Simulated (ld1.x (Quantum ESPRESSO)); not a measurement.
**Varying the RRKJ potential for silicon (Si)**

Base potential:

```
Element                 : Si
Generator               : ld1.x (Quantum ESPRESSO) 7.5
Type                    : norm-conserving RRKJ (Kleinman–Bylander form)
Functional              : LDA (PZ)
Relativity              : scalar-relativistic
Frozen core             : [He]
Valence charge          : 12
Reference configuration : 2s2 2p6 3s2 3p1 (charge +1)
Partial waves           : 2p (bound): rc 0.55 bohr; 3d channel at -0.05 Ry: rc 0.95 bohr; 2s (bound): rc 0.85 bohr
Local potential         : the s channel
Core correction         : Bessel-smoothed model core inside 0.45 bohr
```

Occupied shells without a wave of their own: 3p, 3s. They enter only through the test configuration that unscreens the potential, and ld1.x also counts them in the model core charge.

All-electron outer shells of the reference configuration (LDA (PZ), scalar-relativistic, ld1.x):

```tsv
shell	level (eV)	outermost node (bohr)	outermost maximum (bohr)
2s	-148.24	0.15	0.45
2p	-105.12	–	0.39
3s	-19.11	0.72	1.73
3p	-11.75	0.71	2.01
```

Cutoffs, loose and tight: the cutoffs (Ry, on a coarse ladder) from which the occupation-weighted sum of valence levels, in a spherical-Bessel basis at the reference potential, stays within 10 and 1 mRy of its value at 400 Ry. They do not see the model core or the augmentation charge, which bear on the density cutoff. Test errors are all-electron minus pseudo excitation energies from the reference, over the configurations 2s2 2p6 3s2 3p2; 2s2 2p6 3s2 3p0; 2s2 2p6 3s1 3p0; 2s2 2p6 3s0 3p4; 2s2 2p6 3s0 3p0; 2s1 2p6 3s2 3p2; 2s2 2p6 3s2 3p2.3 (two spin-polarised tests are not counted in the largest error). A dash means not determined; rows that change the core or the reference have their own tests.

With those shells counted twice in exchange and correlation these files are broken, and their errors move erratically; no question is asked of them.

Cutoffs are not given where the Bessel-basis levels miss the radial ones by over 6 mRy, ghosts where they miss by over 20 mRy; a channel whose overlap is not positive is not tested.

| change | outcome | cutoff, loose | cutoff, tight | bound ghosts | largest test error (meV) |
| --- | --- | --- | --- | --- | --- |
| base | generated, misses its reference levels by 0.50 eV | over 300 Ry | over 300 Ry | none | -4548 |
| all radii but the core radius scaled by about 0.80 (s 0.68, p 0.44, d 0.76 bohr) | generated, misses its reference levels by 0.19 eV | – | – | not determined | -3303 |
| all radii but the core radius scaled by about 0.84 (s 0.72, p 0.46, d 0.80 bohr) | generated, misses its reference levels by 0.24 eV | – | – | not determined | -3519 |
| all radii but the core radius scaled by about 1.05 (s 0.88, p 0.58, d 1.00 bohr) | generated, misses its reference levels by 0.54 eV | over 300 Ry | over 300 Ry | none | -4712 |
| all radii but the core radius scaled by about 1.17 (s 1.00, p 0.64, d 1.10 bohr) | generated, misses its reference levels by 0.78 eV | 300 Ry | over 300 Ry | none | -5652 |
| all radii but the core radius scaled by about 1.29 (s 1.10, p 0.70, d 1.22 bohr) | generated, misses its reference levels by 0.84 eV | 300 Ry | over 300 Ry | none | -5858 |
| all radii but the core radius scaled by about 1.34 (s 1.14, p 0.74, d 1.28 bohr) | generated, misses its reference levels by 0.83 eV | 260 Ry | over 300 Ry | none | -5769 |

Reading the sweep of the scale of all radii but the core radius (base = 1) (base included, trends over the rows without a ghost): The median size of the test errors (rows with all tests solved) is not monotonic: lowest 354.0 meV at 1, highest 452.3 meV at 1.29.
